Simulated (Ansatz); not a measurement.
Coupled-cluster run, C$_{2}$H$_{9}$AlSi$_{2}$.

```yaml
crystal:
  periodic: [false, false, false]
  atoms:
    - {symbol: Si, position_ang: [-2.024722, -0.307765, -1.283284]}
    - {symbol: Si, position_ang: [-0.558486, -1.055417, 0.362161]}
    - {symbol: C, position_ang: [0.264622, 0.388128, 1.250156]}
    - {symbol: C, position_ang: [0.882411, 1.447992, 0.669823]}
    - {symbol: Al, position_ang: [1.815845, -0.785893, -0.054898]}
    - {symbol: H, position_ang: [-1.348944, 0.780921, -2.040050]}
    - {symbol: H, position_ang: [-3.293488, 0.225086, -0.715511]}
    - {symbol: H, position_ang: [-2.353841, -1.409094, -2.226445]}
    - {symbol: H, position_ang: [2.125572, -0.130692, -1.464414]}
    - {symbol: H, position_ang: [-1.165645, -1.940474, 1.389704]}
    - {symbol: H, position_ang: [0.514727, 0.208183, 2.297544]}
    - {symbol: H, position_ang: [0.687178, 1.734435, -0.359145]}
    - {symbol: H, position_ang: [1.527213, 2.110602, 1.238504]}
    - {symbol: H, position_ang: [2.914559, -1.295213, 0.964651]}
basis:
  gaussian: {orbitals: def2-SVP}
correlation: {method: ccsd_t}
```

```sh
$ ansatz run in.yaml --threads 4 --pin off --events-out ev --progress --plain
```

Output of Ansatz, abridged:

```
Functional definition: HF
1246 factors; integrals over basis functions are off by at most 1.4e-3 eV
mean field evaluation 1: about -24497.9454 eV, gradient 2.5e1 eV
mean field evaluation 2: about -24497.9507 eV, gradient 2.5e1 eV
mean field evaluation 4: about -24500.6830 eV, gradient 3.6e0 eV
mean field evaluation 8: about -24500.7497 eV, gradient 6.4e-4 eV
mean field -24500.74966649 eV, -900.3859430390 hartree, gradient 1.2e-6 eV, S^2 0.000000; 0 other end points of the search recorded, 0 dependent functions left out
17 core orbitals not correlated: weight in the atoms' cores, before any rotation towards them, 1.000 or more for the frozen orbitals, at most 0.000 for the correlated occupied ones
reference -24500.74966649 eV, -900.3859430390 hartree; 14, 14 occupied and 96, 96 virtual orbitals, 1246 factors
second order -14.77725445 eV of doubles, -0.00000000 eV of singles
cycle   1  -16.14399822 eV  change    -1.4e0 eV  update   1.1e-1
cycle   2  -16.76155086 eV  change   -6.2e-1 eV  update   3.5e-2
cycle   3  -16.84689128 eV  change   -8.5e-2 eV  update   1.5e-2
cycle   4  -16.84393847 eV  change    3.0e-3 eV  update   4.7e-3
cycle   5  -16.84318079 eV  change    7.6e-4 eV  update   2.1e-3
cycle   6  -16.84275393 eV  change    4.3e-4 eV  update   7.8e-4
cycle   7  -16.84267859 eV  change    7.5e-5 eV  update   3.4e-4
cycle   8  -16.84274877 eV  change   -7.0e-5 eV  update   1.4e-4
cycle   9  -16.84274003 eV  change    8.7e-6 eV  update   4.4e-5
cycle  10  -16.84272261 eV  change    1.7e-5 eV  update   1.7e-5
perturbative correction -0.59839878 eV, -0.0219907494 hartree
Total energy: -24518.19078788 eV, -901.0268924278 hartree
```

It took 2.7 s on 4 threads of a server CPU on a shared host, with 0.77 GiB of host memory at the peak.

Correlation energy per correlated electron: -0.623 eV. T1 diagnostic: 0.0134.
